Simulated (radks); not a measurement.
The mean radii <r> (bohr) of the occupied orbitals of an atom or ion are listed with their occupations. Method: scalar-relativistic Kohn-Sham, BLYP, spin-polarised, spherical densities, finite nucleus; Fermi nuclear charge, rms radius of each element as measured or else 0.836 A^(1/3) + 0.57 fm; computed with a radial shooting solver on a logarithmic mesh with Libxc functionals.

orbital  occ.      <r>
1s down     1  0.01804
1s up       1  0.01804
2s up       1  0.07622
2s down     1  0.07622
2p up       3  0.06833
2p down     3  0.06833
3s up       1   0.1974
3s down     1   0.1973
3p up       3   0.1978
3p down     3   0.1977
3d up       5   0.1791
3d down     5   0.1791
4s up       1   0.4377
4s down     1   0.4378
4p up       3   0.4637
4p down     3   0.4639
4d up       5   0.4894
4d down     5   0.4898
5s up       1   0.9181
5s down     1   0.9198
4f up       7   0.5225
4f down     5   0.5239

Name the element and its charge. Open shells, if any, are filled with parallel spins first.

Answer. Z = 75, rhenium, charge +15: Re15+ in [Kr] 4d10 4f12 5s2. The 1s radius gives Z: for a bare nucleus <r> = (2 gamma + 1)/(2Z) with gamma = sqrt(1 - (Z/c)^2), 0.01783 bohr for Z = 75, and screening makes it slightly larger (0.01804 here). The occupations add up to 60, and the charge is Z minus that.
